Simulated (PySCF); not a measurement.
Job file and geometry (Å, from GFN2-xTB) of an NMR shielding run on SMILES CCN([SiH2]F)C1CC1, C5H12FNSi, GIAO PBE0/pcSseg-1 NMR shielding, non-relativistic, gas phase in PySCF; density fitting, a coarse starting grid and PySCF grid level 2 are the driver's defaults:

```
$ OMP_NUM_THREADS=1 python probes_run.py task.json out

{"job": {"kind": "nmr", "xc": "PBE0", "basis": "pcSseg-1"}, "charge": 0, "multiplicity": 1}
C     -2.134197    -0.978890    -0.494373
C     -1.234278     0.218195    -0.796705
N     -0.168865     0.405320     0.169519
Si    -0.519621     1.128259     1.684729
F      0.872105     1.632130     2.312877
C      0.939562    -0.481900    -0.017022
C      1.846091    -0.258583    -1.194267
C      2.333990     0.017112     0.194912
H     -1.558834    -1.901283    -0.497773
H     -2.595938    -0.859410     0.482753
H     -2.915945    -1.056634    -1.245912
H     -0.782979     0.092623    -1.785975
H     -1.841298     1.126333    -0.809118
H     -1.318695     2.314008     1.420429
H     -1.052317     0.267185     2.739423
H      0.747723    -1.518879     0.254964
H      2.226299    -1.119484    -1.723641
H      1.644559     0.593170    -1.825557
H      3.051245    -0.655184     0.640387
H      2.456243     1.046593     0.487315
```

Question: Write the output of this run.

Answer: 
```
coarse grid: 16648 points
cycle   1  E = -641.1758289288  dE =  9.452e-01  |g| = 6.445e-01  |ddm| = 3.912e+00
cycle   2  E = -641.1191783243  dE =  5.665e-02  |g| = 8.992e-01  |ddm| = 1.174e+00
cycle   3  E = -641.2570801673  dE = -1.379e-01  |g| = 7.218e-02  |ddm| = 6.844e-01
cycle   4  E = -641.2578570219  dE = -7.769e-04  |g| = 3.200e-02  |ddm| = 6.840e-02
cycle   5  E = -641.2580741623  dE = -2.171e-04  |g| = 4.091e-03  |ddm| = 2.595e-02
cycle   6  E = -641.2580770305  dE = -2.868e-06  |g| = 1.558e-03  |ddm| = 5.050e-03
final grid: 155032 points
cycle   7  E = -641.3094796675  dE = -4.980e-05  |g| = 9.683e-03  |ddm| = 3.392e-02
cycle   8  E = -641.3094659985  dE =  1.367e-05  |g| = 1.232e-02  |ddm| = 2.131e-02
cycle   9  E = -641.3095032817  dE = -3.728e-05  |g| = 1.333e-03  |ddm| = 1.261e-02
cycle  10  E = -641.3095036383  dE = -3.565e-07  |g| = 2.836e-04  |ddm| = 1.322e-03
cycle  11  E = -641.3095036542  dE = -1.591e-08  |g| = 5.740e-05  |ddm| = 2.621e-04
cycle  12  E = -641.3095036548  dE = -6.044e-10  |g| = 2.233e-05  |ddm| = 7.686e-05
converged SCF energy = -641.3095036548

GIAO shielding tensors (ppm)
atom      isotropic    diamagn.    paramagn.     s11        s22        s33       span
  0 C      168.525     249.452     -80.927    147.494    173.088    184.994     37.499
  1 C      139.964     243.927    -103.963    114.722    134.018    171.152     56.430
  2 N      202.993     329.525    -126.531    166.897    215.037    227.046     60.149
  3 Si     364.571     880.592    -516.021    345.676    349.189    398.847     53.171
  4 F      367.517     470.314    -102.797    317.116    366.224    419.211    102.095
  5 C      156.096     244.987     -88.891    118.181    138.550    211.556     93.375
  6 C      180.321     252.872     -72.551    143.440    177.992    219.531     76.092
  7 C      175.068     253.858     -78.790    145.942    174.373    204.889     58.948
  8 H       29.972      31.236      -1.264     25.403     30.198     34.316      8.913
  9 H       31.086      30.867       0.220     26.611     29.911     36.738     10.127
 10 H       30.806      28.895       1.911     26.481     27.603     38.332     11.851
 11 H       28.799      32.007      -3.208     23.138     30.119     33.141     10.002
 12 H       28.634      31.684      -3.050     23.469     28.014     34.419     10.950
 13 H       26.791      30.763      -3.972     23.164     24.925     32.283      9.119
 14 H       26.270      30.336      -4.066     22.123     24.929     31.758      9.635
 15 H       29.138      32.222      -3.083     21.770     28.501     37.144     15.374
 16 H       31.368      30.852       0.516     25.770     26.524     41.810     16.040
 17 H       31.530      32.001      -0.471     26.705     28.433     39.453     12.748
 18 H       30.979      30.864       0.115     25.472     26.245     41.219     15.747
 19 H       30.472      32.175      -1.703     25.094     28.363     37.958     12.864
```

Question: Turn these shieldings into chemical shifts. Referencing at the same level of theory: 13C (186.93 ppm), 29Si (349.16 ppm), 1H (31.72 ppm) against TMS; 15N (267.73 ppm) against NH3; 19F (170.95 ppm) against CFCl3.

Answer: Averaging equivalent atoms: C 1: 47.0; C 5: 30.8; C 0: 18.4; C 6/7: 9.2; N 2: 64.7; Si 3: -15.4; F 4: -196.6; H 13/14: 5.19; H 11/12: 3.00; H 15: 2.58; H 8/9/10: 1.10; H 17/19: 0.72; H 16/18: 0.54 ppm. Unscaled 19F shifts against computed CFCl3 carry errors that often reach 10 to 50 ppm. Experimental scales use liquid or dissolved standards, which lie at an offset from isolated NH3 (liquid NH3: subtract about 20 ppm).

Size and cost of the density-fitted run: 203 basis functions, 79 s wall time on 1 thread of an Arm Neoverse N1, shared host; peak memory 0.92 GiB.
